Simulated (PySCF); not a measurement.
A calculated (UHF, PySCF 2.14, 6-31G*, the non-relativistic Hamiltonian (point nucleus)) atom or ion has these occupied shells.

| shell | electrons | orbital energy (eV) | rms radius, mean of both spins (bohr) |
| --- | --- | --- | --- |
| 1s α | 1 | -4521.1 | 0.0852 |
| 1s β | 1 | -4521.0 | 0.0852 |
| 2s α | 1 | -526.49 | 0.373 |
| 2s β | 1 | -526.03 | 0.373 |
| 2p α | 3 | -433.64 | 0.341 |
| 2p β | 3 | -433.25 | 0.341 |
| 3s α | 1 | -77.657 | 1.16 |
| 3s β | 1 | -75.847 | 1.16 |
| 3p α | 3 | -50.805 | 1.27 |
| 3p β | 3 | -48.764 | 1.27 |
| 3d α | 1 | -16.410 | 1.81 |
| 4s α | 1 | -12.202 | 3.73 |

Task: Name the element and its charge.

Result: Sc⁺ (scandium, charge +1), in [Ar] 3d1 4s1, high-spin 3D determinant.
